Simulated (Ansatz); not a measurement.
Program: Ansatz. Geometries: PBE0-D4/def2-TZVP. ΔE: electronic, gas phase. CCSD(T)/CBS is the MP2 limit (def2-TZVPP, def2-QZVPP) plus CCSD(T) − MP2 in def2-TZVPP, frozen cores. Functionals use def2-TZVPP. One conformer a species, not always the lowest.

Reaction (isomerisation): `CC([SiH3])[SiH2]F` → `C[SiH](C)[SiH2]F`

`CC([SiH3])[SiH2]F`:

```xyz
14

C     0.118    1.542   -0.285
C     0.090    0.015   -0.460
Si   -1.611   -0.681   -0.061
Si    1.425   -0.818    0.527
F     2.851   -0.209    0.114
H    -0.071    1.825    0.755
H    -0.644    2.031   -0.898
H     1.087    1.961   -0.567
H     0.278   -0.246   -1.510
H    -1.958   -0.402    1.359
H    -1.656   -2.151   -0.283
H    -2.629   -0.029   -0.929
H     1.248   -0.561    1.979
H     1.471   -2.277    0.260
```

`C[SiH](C)[SiH2]F`:

```xyz
14

C    -1.420   -0.730   -0.975
Si   -0.105    0.446   -0.338
C     1.596   -0.023   -0.975
Si   -0.112    0.481    2.008
F     0.241   -0.991    2.567
H    -1.429   -0.742   -2.068
H    -1.230   -1.748   -0.627
H    -2.414   -0.435   -0.631
H    -0.432    1.840   -0.770
H     1.878   -1.019   -0.627
H     1.608   -0.030   -2.068
H     2.355    0.683   -0.633
H    -1.441    0.854    2.569
H     0.903    1.416    2.568
```

| level | ΔE (eV) |
| --- | --- |
| ωB97X-V | -0.38 |
| ωB97M-V | -0.34 |
| MP2/def2-TZVPP | -0.29 |
| MP2/def2-QZVPP | -0.30 |

What does CCSD(T)/CBS give? (An estimate is asked.)

Ansatz gave: -0.36 eV. The listed levels differ from it by -0.02, 0.02, 0.07, 0.06 eV.

Largest T1 diagnostic among the species: 0.011.

From PBE to PBE0 (25 % exact exchange), in def2-TZVPP and without D4, ΔE moves by +0.05 eV. The D4 term adds +0.04 eV with B3LYP and +0.02 eV with PBE0; it sums over pairs of atoms, weighted by their polarisabilities, and B3LYP, whose exchange is more repulsive, gets the larger term.

B3LYP here is the variant with VWN-RPA as its local correlation; programs differ in this.
